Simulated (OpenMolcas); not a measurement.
## 4d⁵ along the 41-electron sequence

```
Program             : OpenMolcas
Method              : SS-RASPT2, IPEA 0.25 Eh, imaginary shift 0.1 Eh
Basis               : ANO-RCC-VQZP
Scalar Hamiltonian  : DKH2, point nucleus
Spin-orbit coupling : RASSI with atomic mean-field integrals over the reference wave functions, term energies averaged over their components
```

Active space for each ion: 11 electrons in 8 orbitals (RAS1 4p, at most 2 holes; RAS2 4d); closed shells correlated by CASPT2: 4s.

Computed levels in cm-1 above ⁶S_5/2:

```tsv
Level	Tc2+	Ru3+	Rh4+	Pd5+	Ag6+
⁴G_5/2	20160	23320	26030	28630	31160
⁴G_7/2	20310	23560	26390	29170	32000
⁴G_11/2	20360	23630	26500	29330	32240
⁴G_9/2	20410	23700	26600	29480	32450
⁴P_3/2	22780	26440	29490	32390	35050
⁴P_1/2	23290	27150	30450	33630	36590
⁴D_7/2	24300	28340	31810	35140	38550
⁴D_1/2	24870	29180	33020	36780	40580
⁴D_3/2	25280	29740	33730	37670	41620
weight of ⁶S in the lowest level (%)	99	99	99	98	98
```

Mixed levels, with the weight of the term that names them: Tc2+ ⁴P_3/2 (63 %), Tc2+ ⁴D_3/2 (63 %), Ru3+ ⁴P_3/2 (60 %), Ru3+ ⁴P_1/2 (72 %), Ru3+ ⁴D_1/2 (72 %), Ru3+ ⁴D_3/2 (59 %), Rh4+ ⁴P_3/2 (57 %), Rh4+ ⁴P_1/2 (70 %), Rh4+ ⁴D_1/2 (71 %), Rh4+ ⁴D_3/2 (57 %), Pd5+ ⁴P_3/2 (55 %), Pd5+ ⁴P_1/2 (67 %), Pd5+ ⁴D_1/2 (68 %), Pd5+ ⁴D_3/2 (55 %), Ag6+ ⁴P_3/2 (56 %), Ag6+ ⁴P_1/2 (70 %), Ag6+ ⁴D_1/2 (71 %), Ag6+ ⁴D_3/2 (55 %).

Measured, with the error of the calculation in %. Measured levels: Ag6+ from the list in Gamrath, thesis, University of Mons (2023).

```json
{"Level": "⁴G_5/2", "Ag6+": "29390 (+6.0)"}
{"Level": "⁴G_7/2", "Ag6+": "30378 (+5.3)"}
{"Level": "⁴G_11/2", "Ag6+": "30662 (+5.1)"}
{"Level": "⁴G_9/2", "Ag6+": "30907 (+5.0)"}
{"Level": "⁴P_3/2", "Ag6+": "32994 (+6.2)"}
{"Level": "⁴P_1/2", "Ag6+": "34605 (+5.7)"}
{"Level": "⁴D_7/2", "Ag6+": "36485 (+5.7)"}
{"Level": "⁴D_1/2", "Ag6+": "38685 (+4.9)"}
{"Level": "⁴D_3/2", "Ag6+": "39788 (+4.6)"}
```

⁴G_5/2 changes by a factor of 1.55 over the same range, with steps per unit of Z of +3160, +2710, +2600, +2530 cm-1.

CASPT2 breaks the degeneracy within a term, and the mean is taken; among the terms shown or strongly mixed into the levels shown the widest spread is 120 cm-1 (4d⁵ ⁴G, Tc2+). Active for correlation alone: 4p; no level in the range computed is led by a configuration that opens it, so any true level of that kind is missing. Measured partners are found by configuration, term and J. A level has none where our copy of the source lacks it or the pairing is in doubt (some pairs that miss far off the trend of their configuration count as doubtful), and it then counts in no deviation. Levels of configurations outside the active space are missing.
